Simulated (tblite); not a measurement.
A tight-binding relaxation on `CC#CCC[C@H](C)BOC`.

Computed with GFN2-xTB geometry optimisation, gas phase (tblite 0.8.0). Start geometry: from a force field or distance geometry. The command runs a driver script over a list of jobs; the input below is this job's line of settings and its coordinates in Å.

Command:
```bash
OMP_NUM_THREADS=1 python probes_run.py task.json out
```

Input:
```
{"job": {"kind": "relax", "xc": "GFN2-xTB", "basis": "xTB"}, "charge": 0, "multiplicity": 1}
C      3.196100     1.584900    -0.666900
C      2.392100     0.431500    -0.264300
C      1.759200    -0.558700     0.090100
C      0.995100    -1.735700     0.477100
C     -0.364800    -1.292800     0.941500
C     -1.163400    -0.575300    -0.109100
C     -1.342100    -1.534200    -1.281900
B     -0.536300     0.793000    -0.591300
O     -1.285800     2.025100    -0.290500
C     -2.040000     1.920100     0.868500
H      2.628200     2.542000    -0.467500
H      4.144100     1.570600    -0.110000
H      3.402500     1.564100    -1.738300
H      0.985000    -2.507400    -0.317200
H      1.544600    -2.132600     1.386800
H     -0.292500    -0.731300     1.907900
H     -0.922800    -2.231600     1.200300
H     -2.172900    -0.355700     0.316900
H     -0.401700    -1.466700    -1.882200
H     -1.371100    -2.554100    -0.870500
H     -2.220600    -1.224700    -1.865200
H     -0.089500     0.776800    -1.706200
H     -2.243500     2.949900     1.284200
H     -1.581200     1.269900     1.628200
H     -3.029600     1.497200     0.573900
```

Output:
```
step      E/eV     max force
  0    -816.59673    3.699
  1    -816.98440    6.813
  2    -817.01354    4.238
  3    -817.36309    1.385
  4    -817.43438    0.715
  5    -817.50148    0.844
  6    -817.53370    0.410
  7    -817.56573    0.472
  8    -817.60314    0.533
  9    -817.63161    0.508
... (182 lines left out)
192    -817.85857    0.015
193    -817.85862    0.013
194    -817.85866    0.016
195    -817.85871    0.017
196    -817.85877    0.015
197    -817.85882    0.014
198    -817.85887    0.013
199    -817.85891    0.015
200    -817.85894    0.013
201    -817.85897    0.009
```

«max force» is the largest atomic force in eV/Å.

Problem. From which step on does the largest force stay under 0.1 eV/Å, and how much energy is left to gain from there?

Solution. From step 107 (0.096 eV/Å), 11.3 meV above the end.

Summary of the converged run: energy lowered by 29.1 kcal/mol over 201 steps; largest atomic force 0.009 eV/Å at the end.

Problem. Give the final coordinates.

Solution. 0.641 Å rms from the input after alignment:
```
atom  x, y, z in Å
C1     2.7934    1.8989   -0.3725
C2     2.1713    0.6325   -0.0535
C3     1.6208   -0.4043    0.1919
C4     0.9381   -1.6408    0.5164
C5    -0.5351   -1.3812    0.8497
C6    -1.3350   -0.7939   -0.3282
C7    -1.5488   -1.8579   -1.4102
B8    -0.7164    0.5640   -0.9398
O9    -0.7409    1.7583   -0.3523
C10   -1.1534    2.0243    0.9640
H11    2.0231    2.6054   -0.6822
H12    3.3152    2.2964    0.4987
H13    3.5073    1.7732   -1.1864
H14    1.0175   -2.3282   -0.3291
H15    1.4276   -2.1084    1.3773
H16   -0.5803   -0.6959    1.6996
H17   -0.9943   -2.3252    1.1614
H18   -2.3299   -0.5565    0.0776
H19   -0.6112   -2.1079   -1.8995
H20   -1.9732   -2.7682   -0.9862
H21   -2.2295   -1.4848   -2.1718
H22   -0.3132    0.6023   -2.0423
H23   -1.4042    3.0853    1.0297
H24   -0.3346    1.8083    1.6557
H25   -2.0252    1.4283    1.2463
```

On Arm Neoverse V1, one thread, no GPU, shared host, this took 2.0 s wall.
Labels such as C1 count atoms from 1, the log's own numbers from 0.
